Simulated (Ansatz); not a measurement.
Ansatz (a quantum-chemistry and plane-wave program) input (B3LYP-D3(BJ)/def2-TZVP):

Ansatz 0.2 input:
```yaml
crystal:
  periodic: [false, false, false]
  atoms:
    - {symbol: C, position_ang: [3.22672475, -0.76898237, -0.26033059]}
    - {symbol: C, position_ang: [2.45295827, 0.07535717, 0.68654483]}
    - {symbol: C, position_ang: [1.22021167, 0.78817972, 0.25737815]}
    - {symbol: C, position_ang: [-0.00820008, -0.13457342, 0.10950098]}
    - {symbol: C, position_ang: [-1.26197228, 0.62358898, -0.34156299]}
    - {symbol: C, position_ang: [-2.44211521, -0.27596621, -0.53407387]}
    - {symbol: C, position_ang: [-3.57694842, -0.20881921, 0.15035151]}
    - {symbol: H, position_ang: [3.29196304, -0.30243141, -1.24857692]}
    - {symbol: H, position_ang: [4.24114776, -0.95702375, 0.09640612]}
    - {symbol: H, position_ang: [2.76123072, -1.75498808, -0.41567868]}
    - {symbol: H, position_ang: [2.66012189, -0.01118676, 1.74673320]}
    - {symbol: H, position_ang: [1.39244574, 1.27745277, -0.70990298]}
    - {symbol: H, position_ang: [0.97339483, 1.57978807, 0.97127456]}
    - {symbol: H, position_ang: [-0.20797102, -0.63088751, 1.06284484]}
    - {symbol: H, position_ang: [0.21876879, -0.92573359, -0.61114863]}
    - {symbol: H, position_ang: [-1.50516379, 1.40056004, 0.38881028]}
    - {symbol: H, position_ang: [-1.03759645, 1.13621857, -1.28459866]}
    - {symbol: H, position_ang: [-2.32841346, -1.05002966, -1.28986540]}
    - {symbol: H, position_ang: [-3.73229564, 0.54450764, 0.91491397]}
    - {symbol: H, position_ang: [-4.39158477, -0.89895430, -0.02806008]}
basis:
  gaussian:
    orbitals: def2-TZVP
hamiltonian:
  xc: b3lyp
  dispersion: d3bj
magnetization: {spin_polarized: true, initial_magnetization: 1}
phonons: {temperatures: {t_min: 298.15, t_max: 298.15, t_step: 100}}
```

Output:

```
Functional definition: B3LYP
integrals: 0.27 GiB planned
1832 factors; their error is unknown
0.38 GiB of the device are held for the grids
1.93 GiB of device memory are held for the factors and their scratch space
mean field: 2.33 GiB planned
mean field evaluation 1: about -7454.3076 eV, gradient 6.1e1 eV
mean field evaluation 2: about -7443.9152 eV, gradient 7.4e1 eV
mean field evaluation 4: about -7472.2032 eV, gradient 6.2e0 eV
mean field evaluation 8: about -7472.3934 eV, gradient 9.1e-2 eV
mean field evaluation 16: about -7472.3469 eV, gradient 8.1e-4 eV
mean field -7472.34692239 eV, -274.6036844590 hartree, gradient 4.7e-5 eV, S^2 0.754151; 0 other end points of the search recorded, 0 dependent functions left out
the calculation of the forces begins
reference -7472.34728069 eV, -274.6036976264 hartree; 28, 27 occupied and 267, 268 virtual orbitals, 1832 factors
these checks for a lower state are left out or cut short: stability, starts, cluster_reference, orbital_swaps, neighbouring_geometries, increment
integrals: 0.27 GiB planned
1832 factors; their error is unknown
0.38 GiB of the device are held for the grids
1.93 GiB of device memory are held for the factors and their scratch space
mean field: 2.33 GiB planned
mean field -7472.34682545 eV, -274.6036808967 hartree, gradient 1.8e-6 eV, S^2 0.754156; 0 other end points of the search recorded, 0 dependent functions left out
the calculation of the forces begins
reference -7472.34718368 eV, -274.6036940612 hartree; 28, 27 occupied and 267, 268 virtual orbitals, 1832 factors
these checks for a lower state are left out or cut short: stability, starts, cluster_reference, orbital_swaps, neighbouring_geometries, increment
integrals: 0.27 GiB planned
1832 factors; their error is unknown
0.37 GiB of the device are held for the grids
1.93 GiB of device memory are held for the factors and their scratch space
mean field: 2.33 GiB planned
mean field evaluation 32: about -7472.3467 eV, gradient 6.8e-3 eV
mean field -7472.34669897 eV, -274.6036762487 hartree, gradient 1.8e-6 eV, S^2 0.754146; 0 other end points of the search recorded, 0 dependent functions left out
the calculation of the forces begins
reference -7472.34705735 eV, -274.6036894189 hartree; 28, 27 occupied and 267, 268 virtual orbitals, 1832 factors
these checks for a lower state are left out or cut short: stability, starts, cluster_reference, orbital_swaps, neighbouring_geometries, increment
integrals: 0.27 GiB planned
1832 factors; their error is unknown
0.37 GiB of the device are held for the grids
1.93 GiB of device memory are held for the factors and their scratch space
mean field: 2.33 GiB planned
mean field -7472.34675627 eV, -274.6036783545 hartree, gradient 1.7e-6 eV, S^2 0.754157; 0 other end points of the search recorded, 0 dependent functions left out
the calculation of the forces begins
reference -7472.34711462 eV, -274.6036915236 hartree; 28, 27 occupied and 267, 268 virtual orbitals, 1832 factors
these checks for a lower state are left out or cut short: stability, starts, cluster_reference, orbital_swaps, neighbouring_geometries, increment
integrals: 0.27 GiB planned
1832 factors; their error is unknown
0.38 GiB of the device are held for the grids
1.93 GiB of device memory are held for the factors and their scratch space
mean field: 2.33 GiB planned
mean field -7472.34680303 eV, -274.6036800727 hartree, gradient 1.8e-6 eV, S^2 0.754146; 0 other end points of the search recorded, 0 dependent functions left out
[...]
1832 factors; their error is unknown
0.38 GiB of the device are held for the grids
1.93 GiB of device memory are held for the factors and their scratch space
mean field: 2.33 GiB planned
mean field -7472.34686983 eV, -274.6036825278 hartree, gradient 1.8e-6 eV, S^2 0.754151; 0 other end points of the search recorded, 0 dependent functions left out
the calculation of the forces begins
reference -7472.34722818 eV, -274.6036956969 hartree; 28, 27 occupied and 267, 268 virtual orbitals, 1832 factors
these checks for a lower state are left out or cut short: stability, starts, cluster_reference, orbital_swaps, neighbouring_geometries, increment
integrals: 0.27 GiB planned
1832 factors; their error is unknown
0.37 GiB of the device are held for the grids
1.93 GiB of device memory are held for the factors and their scratch space
mean field: 2.33 GiB planned
mean field evaluation 800: about -7472.3460 eV, gradient 5.2e-1 eV
mean field -7472.34686173 eV, -274.6036822301 hartree, gradient 1.8e-6 eV, S^2 0.754151; 0 other end points of the search recorded, 0 dependent functions left out
the calculation of the forces begins
reference -7472.34721999 eV, -274.6036953959 hartree; 28, 27 occupied and 267, 268 virtual orbitals, 1832 factors
these checks for a lower state are left out or cut short: stability, starts, cluster_reference, orbital_swaps, neighbouring_geometries, increment
integrals: 0.27 GiB planned
1832 factors; their error is unknown
0.38 GiB of the device are held for the grids
1.93 GiB of device memory are held for the factors and their scratch space
mean field: 2.33 GiB planned
mean field -7472.34687993 eV, -274.6036828988 hartree, gradient 1.8e-6 eV, S^2 0.754151; 0 other end points of the search recorded, 0 dependent functions left out
the calculation of the forces begins
reference -7472.34723827 eV, -274.6036960677 hartree; 28, 27 occupied and 267, 268 virtual orbitals, 1832 factors
these checks for a lower state are left out or cut short: stability, starts, cluster_reference, orbital_swaps, neighbouring_geometries, increment
integrals: 0.27 GiB planned
1832 factors; their error is unknown
0.38 GiB of the device are held for the grids
1.93 GiB of device memory are held for the factors and their scratch space
mean field: 2.33 GiB planned
mean field -7472.34685055 eV, -274.6036818193 hartree, gradient 1.8e-6 eV, S^2 0.754151; 0 other end points of the search recorded, 0 dependent functions left out
the calculation of the forces begins
reference -7472.34720882 eV, -274.6036949852 hartree; 28, 27 occupied and 267, 268 virtual orbitals, 1832 factors
these checks for a lower state are left out or cut short: stability, starts, cluster_reference, orbital_swaps, neighbouring_geometries, increment
integrals: 0.27 GiB planned
1832 factors; their error is unknown
0.38 GiB of the device are held for the grids
1.93 GiB of device memory are held for the factors and their scratch space
mean field: 2.33 GiB planned
mean field -7472.34683359 eV, -274.6036811959 hartree, gradient 1.8e-6 eV, S^2 0.754151; 0 other end points of the search recorded, 0 dependent functions left out
the calculation of the forces begins
reference -7472.34719184 eV, -274.6036943614 hartree; 28, 27 occupied and 267, 268 virtual orbitals, 1832 factors
these checks for a lower state are left out or cut short: stability, starts, cluster_reference, orbital_swaps, neighbouring_geometries, increment
integrals: 0.27 GiB planned
1832 factors; their error is unknown
0.38 GiB of the device are held for the grids
1.93 GiB of device memory are held for the factors and their scratch space
mean field: 2.33 GiB planned
mean field evaluation 832: about -7472.3469 eV, gradient 1.8e-6 eV
mean field -7472.34687699 eV, -274.6036827909 hartree, gradient 1.8e-6 eV, S^2 0.754151; 0 other end points of the search recorded, 0 dependent functions left out
the calculation of the forces begins
reference -7472.34723535 eV, -274.6036959602 hartree; 28, 27 occupied and 267, 268 virtual orbitals, 1832 factors
these checks for a lower state are left out or cut short: stability, starts, cluster_reference, orbital_swaps, neighbouring_geometries, increment
integrals: 0.27 GiB planned
1832 factors; their error is unknown
0.37 GiB of the device are held for the grids
1.93 GiB of device memory are held for the factors and their scratch space
mean field: 2.33 GiB planned
mean field -7472.34686455 eV, -274.6036823335 hartree, gradient 1.8e-6 eV, S^2 0.754151; 0 other end points of the search recorded, 0 dependent functions left out
the calculation of the forces begins
reference -7472.34722280 eV, -274.6036954991 hartree; 28, 27 occupied and 267, 268 virtual orbitals, 1832 factors
these checks for a lower state are left out or cut short: stability, starts, cluster_reference, orbital_swaps, neighbouring_geometries, increment
integrals: 0.27 GiB planned
1832 factors; their error is unknown
0.37 GiB of the device are held for the grids
1.93 GiB of device memory are held for the factors and their scratch space
mean field: 2.33 GiB planned
mean field -7472.34687947 eV, -274.6036828817 hartree, gradient 1.8e-6 eV, S^2 0.754151; 0 other end points of the search recorded, 0 dependent functions left out
the calculation of the forces begins
reference -7472.34723782 eV, -274.6036960510 hartree; 28, 27 occupied and 267, 268 virtual orbitals, 1832 factors
these checks for a lower state are left out or cut short: stability, starts, cluster_reference, orbital_swaps, neighbouring_geometries, increment
integrals: 0.27 GiB planned
1832 factors; their error is unknown
0.38 GiB of the device are held for the grids
1.93 GiB of device memory are held for the factors and their scratch space
mean field: 2.33 GiB planned
mean field -7472.34691074 eV, -274.6036840311 hartree, gradient 1.8e-6 eV, S^2 0.754151; 0 other end points of the search recorded, 0 dependent functions left out
the calculation of the forces begins
reference -7472.34726903 eV, -274.6036971981 hartree; 28, 27 occupied and 267, 268 virtual orbitals, 1832 factors
these checks for a lower state are left out or cut short: stability, starts, cluster_reference, orbital_swaps, neighbouring_geometries, increment
integrals: 0.27 GiB planned
1832 factors; their error is unknown
0.38 GiB of the device are held for the grids
1.93 GiB of device memory are held for the factors and their scratch space
mean field: 2.33 GiB planned
mean field -7472.34690510 eV, -274.6036838236 hartree, gradient 1.8e-6 eV, S^2 0.754151; 0 other end points of the search recorded, 0 dependent functions left out
the calculation of the forces begins
reference -7472.34726341 eV, -274.6036969915 hartree; 28, 27 occupied and 267, 268 virtual orbitals, 1832 factors
Total energy: -7473.06034569 eV, -274.6299022819 hartree
Atom 0 at     3.226725    -0.768982    -0.260331 Å, force    -0.000240     0.000798     0.000084 eV/Å
Atom 1 at     2.452958     0.075357     0.686545 Å, force    -0.000415    -0.000287    -0.000728 eV/Å
Atom 2 at     1.220212     0.788180     0.257378 Å, force     0.000640     0.000266     0.000022 eV/Å
Atom 3 at    -0.008200    -0.134573     0.109501 Å, force    -0.000407    -0.000244    -0.000448 eV/Å
Atom 4 at    -1.261972     0.623589    -0.341563 Å, force     0.000065     0.000203     0.000433 eV/Å
Atom 5 at    -2.442115    -0.275966    -0.534074 Å, force     0.000997    -0.000172    -0.000278 eV/Å
Atom 6 at    -3.576948    -0.208819     0.150352 Å, force    -0.000582    -0.000138     0.000433 eV/Å
Atom 7 at     3.291963    -0.302431    -1.248577 Å, force     0.000228    -0.000028    -0.000454 eV/Å
Atom 8 at     4.241148    -0.957024     0.096406 Å, force     0.000305    -0.000139     0.000216 eV/Å
Atom 9 at     2.761231    -1.754988    -0.415679 Å, force    -0.000205    -0.000457     0.000203 eV/Å
Atom 10 at     2.660122    -0.011187     1.746733 Å, force     0.000014    -0.000228     0.000922 eV/Å
Atom 11 at     1.392446     1.277453    -0.709903 Å, force    -0.000382     0.000277    -0.000196 eV/Å
Atom 12 at     0.973395     1.579788     0.971275 Å, force     0.000171     0.000016     0.000017 eV/Å
Atom 13 at    -0.207971    -0.630888     1.062845 Å, force    -0.000150    -0.000065     0.000162 eV/Å
Atom 14 at     0.218769    -0.925734    -0.611149 Å, force     0.000083    -0.000012    -0.000004 eV/Å
Atom 15 at    -1.505164     1.400560     0.388810 Å, force    -0.000020     0.000157    -0.000053 eV/Å
Atom 16 at    -1.037596     1.136219    -1.284599 Å, force    -0.000106     0.000209    -0.000239 eV/Å
Atom 17 at    -2.328413    -1.050030    -1.289865 Å, force     0.000094    -0.000466    -0.000454 eV/Å
Atom 18 at    -3.732296     0.544508     0.914914 Å, force    -0.000041     0.000272     0.000405 eV/Å
Atom 19 at    -4.391585    -0.898954    -0.028060 Å, force    -0.000048     0.000038    -0.000044 eV/Å
Dipole moment:     0.055758    -0.028171    -0.029658 e Å
Vibrations: 43.19 64.68 93.27 102.87 126.87 178.48 288.23 349.48 411.28 437.36 497.19 658.16 747.38 845.54 892.46 944.94 948.30 972.77 986.61 1010.69 1031.55 1039.81 1066.05 1150.51 1182.52 1223.73 1260.11 1300.80 1323.02 1329.59 1342.92 1370.29 1390.28 1411.24 1457.87 1470.78 1482.21 1484.32 1485.02 1504.34 1707.95 2942.16 2985.72 3000.84 3023.92 3025.74 3036.25 3043.84 3070.75 3081.46 3120.24 3132.70 3162.44 3214.02 cm⁻¹, zero-point energy 4.863574 eV
```

It need not be the lowest isomer of its formula.
